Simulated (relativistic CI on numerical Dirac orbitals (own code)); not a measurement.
# Co3+ in a cubic cluster: 2p photoemission with charge transfer

Computed with a charge-transfer multiplet model of a cubic metal-ligand cluster with up to 3 ligand holes, Slater and spin-orbit integrals from Dirac-Coulomb-Breit ions, Slater integrals scaled by 0.8. The parameters are those of a tetrahedral site (10Dq negative, t2 hopping the larger). The ground state mixes d6 with configurations of k ligand holes L, whose averages lie at kΔ + k(k − 1)U_dd/2; a core hole lowers each added d electron by U_cd. 20 K, Lorentzian 0.6 eV and Gaussian 0.8 eV FWHM.

Atomic integrals in eV (Slater integrals scaled, ζ unscaled), ground: F2dd 10.085, F4dd 6.299, zeta_d 0.071; with the core hole: F2dd 11.456, F4dd 7.196, zeta_d 0.102, zeta_core 9.658, F2cd 6.863, G1cd 5.283, G3cd 3.006.

Cluster parameters (eV): Δ = 1, U_cd = 8.6, 10Dq = -0.2, 10Dq(ligand) = 0, V(eg) = 1.38, V(t2g) = -2.34, final-state hopping factor = 1.

| Case | n_d | d6 | d7L | d8L2 | d9L3 | S |
| --- | --- | --- | --- | --- | --- | --- |
| U_dd = 6.6 eV | 6.52 | 0.53 | 0.42 | 0.05 | 0.00 | 2.00 |
| U_dd = 7.3 eV | 6.51 | 0.54 | 0.41 | 0.05 | 0.00 | 2.00 |
| U_dd = 8 eV | 6.50 | 0.55 | 0.41 | 0.04 | 0.00 | 2.00 |

Weights, n_d and S are thermal averages at 20 K. Binding energies count from the first peak over 30 % of the highest in each spectrum, which can be another peak from case to case. The parameters are a model scan and need not match a compound or its usual spin state. Peaks in eV (height, largest 100):
- U_dd = 6.6 eV: 0.0 (100), 8.5 (43), 12.3 (18), 13.7 (20), 16.0 (63), 23.9 (30), 30.6 (10)
- U_dd = 7.3 eV: 0.0 (100), 8.9 (39), 13.8 (19), 16.1 (63), 24.2 (27), 26.5 (11), 30.8 (10)
- U_dd = 8 eV: 0.0 (100), 9.3 (35), 16.2 (64), 24.5 (24), 26.9 (10), 30.9 (9)

For the case U_dd = 7.3 eV, Δ = 1 eV is smaller than U_dd = 7.3 eV, the charge-transfer side of the Zaanen-Sawatzky-Allen scheme. With the core hole the average of the configuration with one ligand hole lies at Δ − U_cd = -7.6 eV before mixing: it lies below the unscreened one, so the lowest final states are mostly screened and the unscreened weight appears at higher binding energy as a satellite.
